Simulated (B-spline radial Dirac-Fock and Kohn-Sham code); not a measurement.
Sn 5p1/2: cross section and angular parameters

System: atomic tin in the configuration [Kr] 4d10 5s2 5p2; threshold 5.90 eV (orbital energy of the model). These are calculated numbers from a radial finite-basis atomic code; the model is Dirac-Hartree-Slater photoionisation with a Latter tail; cross sections with all multipoles, angular parameters from the dipole term and its interference with E2.

For linearly polarised light dσ/dΩ = σ/(4π) [1 + β P₂(cos θ) + (δ + γ cos²θ) sin θ cos φ], with θ from the polarisation vector and φ the angle between the beam and the projection of the electron momentum on the plane normal to the polarisation.

```
hν (eV)   σ (kb)       β       γ       δ
   78.2     11.0  -0.008   0.162  -0.016
     85     9.38  -0.065   0.095  -0.007
   94.2     7.94  -0.070   0.023   0.003
     96     7.72  -0.064   0.012   0.005
    100     7.28  -0.044  -0.009   0.009
    118     5.94   0.114  -0.052   0.021
    120     5.83   0.135  -0.053   0.021
    150     4.72   0.461  -0.013   0.027
    215     3.52   0.961   0.132   0.021
    483     1.52   1.556   0.183   0.003
    511     1.41   1.576   0.170   0.002
    533     1.33   1.590   0.159   0.001
    540     1.31   1.594   0.155   0.001
    753    0.817   1.671   0.060  -0.001
    909    0.610   1.693   0.015  -0.001
    916        ?       ?       ?       ?
   1690    0.206   1.691   0.005  -0.001
   1950    0.157   1.678   0.043   0.000
   2000    0.149   1.675   0.051   0.000
   2900   0.0694   1.619   0.231   0.003
   3960   0.0347   1.555   0.454   0.010
   4170   0.0308   1.543   0.497   0.012
 5414.7   0.0166   1.476   0.732   0.023
   5550   0.0156   1.469   0.756   0.024
   5840   0.0137   1.454   0.805   0.027
   6000   0.0128   1.447   0.832   0.028
 8047.8  0.00605   1.356   1.136   0.050
   9290  0.00413   1.308   1.290   0.065
  12000  0.00204   1.217   1.569   0.096
  15000  0.00108   1.132   1.811   0.132
```

Task: Give the values at 916 eV.

Result: σ = 0.603 kb, β = 1.694, γ = 0.013, δ = -0.001.
